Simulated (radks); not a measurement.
Q: These are the eigenvalues of the occupied orbitals of an atom or ion with whole-number occupations (eV). Method: scalar-relativistic Kohn-Sham, PBE, spin-polarised, spherical densities, finite nucleus; Fermi nuclear charge, rms radius of each element as measured or else 0.836 A^(1/3) + 0.57 fm; computed with a radial shooting solver on a logarithmic mesh with Libxc functionals.

orbital  eigenvalue
1s up     -50626.50
1s down   -50626.48
2s up     -8804.956
2s down   -8803.546
2p up     -7894.467
2p down   -7893.352
3s up     -2363.855
3s down   -2363.194
3p up     -2081.722
3p down   -2080.976
3d up     -1710.481
3d down   -1709.316
4s up     -861.3827
4s down   -857.8445
4p up     -763.2443
4p down   -759.7538
4d up     -627.9949
4d down   -624.5642

Which element is it, and in what charge state? The configuration may be excited. Open shells, if any, are filled with parallel spins first.

A: Z = 64, gadolinium, charge +20: Gd20+ in [Kr] 4d8. The list shows which subshells hold electrons but not how many an open one holds; the 1s level, -1860.5 hartree, gives Z - s = 61.0 by -(Z - s)^2/2, which with screening and relativity narrows Z to a few neighbours, and the depths of the outer levels then fix element, charge and occupations together.
